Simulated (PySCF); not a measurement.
## Fluorine: a sound run and one with changed settings

Sound run: F⁺ [He] 2s2 2p4, F²⁺ [He] 2s2 2p3. All numbers are calculated (PySCF 2.14, no relativity, point nucleus, in cc-pVDZ). In the sound run the correlated levels freeze 1s2. The sound run starts from symmetry-adapted Hartree-Fock orbitals and uses a fine grid where one is needed.

Changed run: initial guess 1e, at most 50 SCF cycles, level shift 2.0 hartree.

```tsv
species	method	sound run (hartree)	changed run (hartree)	converged
F⁺	UHF	-98.80049	-98.80049	yes
F⁺	M06-2X	-99.06012	-99.06012	yes
F⁺	BP86	-99.07520	-99.07520	yes
F⁺	MP2	-98.89901	-98.86121	yes
F⁺	CCSD(T)	-98.91361	-98.91361	yes
F²⁺	UHF	-97.57269	-97.57269	yes
F²⁺	M06-2X	-97.76990	-97.76990	yes
F²⁺	BP86	-97.76524	-97.76524	yes
F²⁺	MP2	-97.64118	-97.61557	yes
F²⁺	CCSD(T)	-97.65517	-97.65517	yes
```

Ionisation energy of F⁺:

```tsv
method	sound run (eV)	changed run (eV)
UHF	33.410	33.410
M06-2X	35.109	35.109
BP86	35.646	35.646
MP2	34.227	33.896
SCS-MP2	34.231	33.907
CCSD	34.233	34.233
CCSD(T)	34.244	34.244
```

A level shift leaves the converged SCF energy unchanged but raises the virtual orbital energies, which shrinks MP2 if it is not removed.

For comparison, NIST gives 34.971 eV between the lowest levels.
